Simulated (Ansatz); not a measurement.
`CN(C)c1ccc(-c2ccc(-c3ccc(-c4ccc(-c5ccc(-c6ccc(C#N)[te]6)[te]5)[te]4)[te]3)[te]2)[te]1`, relaxed as a singlet with RKS r2SCAN-D4/def2-SVP in Ansatz, starting from the GFN2-xTB geometry. Force threshold 0.03 eV/Å.

In the def2 sets Te takes a core potential; there is no spin–orbit coupling. Single mean-field runs in def2-SVP are fitted with def2-universal-jkfit. The restricted singlet is unstable towards broken spin symmetry at other levels; at r2SCAN-D4/def2-SVP this wasn't settled.

Start:

Cartesian coordinates in Å:
```
C 4.868 -10.506 2.638
N 3.649 -10.288 1.900
C 2.897 -11.396 1.385
C 3.214 -9.025 1.670
C 3.827 -7.871 2.088
C 3.219 -6.653 1.752
C 2.056 -6.645 1.031
C 1.327 -5.514 0.619
C 0.159 -5.527 -0.105
C -0.450 -4.314 -0.440
C 0.149 -3.148 -0.026
C -0.309 -1.831 -0.261
C -1.445 -1.460 -0.947
C -1.722 -0.097 -1.070
C -0.864 0.818 -0.508
C -1.013 2.216 -0.550
C -0.164 3.141 0.008
C -0.462 4.498 -0.125
C -1.592 4.866 -0.812
C -2.030 6.185 -1.036
C -3.162 6.557 -1.720
C -3.453 7.917 -1.851
C -2.603 8.836 -1.291
C -2.753 10.240 -1.332
C -1.899 11.158 -0.773
C -2.193 12.522 -0.904
C -3.327 12.867 -1.590
C -3.771 14.163 -1.816
N -4.153 15.231 -2.012
Te -4.368 11.188 -2.293
Te -0.994 7.875 -0.334
Te -2.623 3.169 -1.511
Te 0.738 -0.164 0.445
Te 1.905 -3.535 1.047
Te 1.455 -8.619 0.592
H 5.056 -11.572 2.726
H 4.794 -10.081 3.643
H 5.719 -10.042 2.130
H 3.373 -12.335 1.655
H 1.877 -11.394 1.789
H 2.824 -11.344 0.291
H 4.744 -7.880 2.655
H 3.665 -5.714 2.059
H -0.279 -6.470 -0.410
H -1.367 -4.301 -1.010
H -2.107 -2.193 -1.379
H -2.602 0.248 -1.602
H 0.719 2.811 0.543
H 0.183 5.257 0.302
H -3.810 5.802 -2.151
H -4.337 8.248 -2.383
H -1.016 10.829 -0.241
H -1.550 13.279 -0.482
```

```tsv
step	energy (eV)	largest force component (eV/Å)	SCF passes
1	-75003.6495	2.247	38
2	-75003.9872	0.264	23
3	-75004.0269	0.137	25
4	-75004.0294	0.039	25
5	-75004.0300	0.016	17
```

Force components are those of the run's own axes.

End:

Cartesian coordinates in Å:
```
C 4.932 -10.660 2.672
N 3.705 -10.460 1.927
C 2.953 -11.580 1.410
C 3.281 -9.189 1.705
C 3.897 -8.014 2.126
C 3.280 -6.788 1.786
C 2.101 -6.761 1.057
C 1.343 -5.642 0.626
C 0.160 -5.619 -0.107
C -0.441 -4.386 -0.436
C 0.156 -3.199 -0.022
C -0.306 -1.870 -0.261
C -1.454 -1.486 -0.955
C -1.753 -0.117 -1.090
C -0.908 0.840 -0.536
C -1.032 2.252 -0.560
C -0.179 3.200 0.000
C -0.476 4.570 -0.133
C -1.616 4.965 -0.823
C -2.084 6.284 -1.065
C -3.226 6.679 -1.755
C -3.519 8.051 -1.886
C -2.668 8.994 -1.326
C -2.787 10.413 -1.347
C -1.929 11.352 -0.785
C -2.220 12.728 -0.914
C -3.363 13.098 -1.604
C -3.822 14.404 -1.839
N -4.222 15.484 -2.046
Te -4.389 11.406 -2.298
Te -1.065 8.001 -0.373
Te -2.635 3.246 -1.516
Te 0.697 -0.149 0.418
Te 1.913 -3.653 1.052
Te 1.519 -8.756 0.628
H 5.131 -11.735 2.768
H 4.859 -10.227 3.686
H 5.792 -10.188 2.164
H 3.442 -12.520 1.694
H 1.923 -11.595 1.816
H 2.886 -11.549 0.305
H 4.826 -8.028 2.700
H 3.739 -5.842 2.102
H -0.302 -6.561 -0.428
H -1.371 -4.365 -1.013
H -2.116 -2.241 -1.390
H -2.652 0.200 -1.633
H 0.718 2.877 0.543
H 0.189 5.324 0.305
H -3.891 5.925 -2.193
H -4.417 8.373 -2.428
H -1.032 11.025 -0.246
H -1.565 13.492 -0.485
```

By distances, no bond broke or formed. The bond that changes most is C4–C5, from 1.37 to 1.39 Å (atoms count from 1).

No frequencies were taken in this run, so the end may be a saddle point.

Hardware: 2 threads of AMD EPYC 7R13 on a shared host and a share (18 GiB) of an NVIDIA H100 80GB HBM3. Wall time 45 s, peak host memory 1.2 GiB.
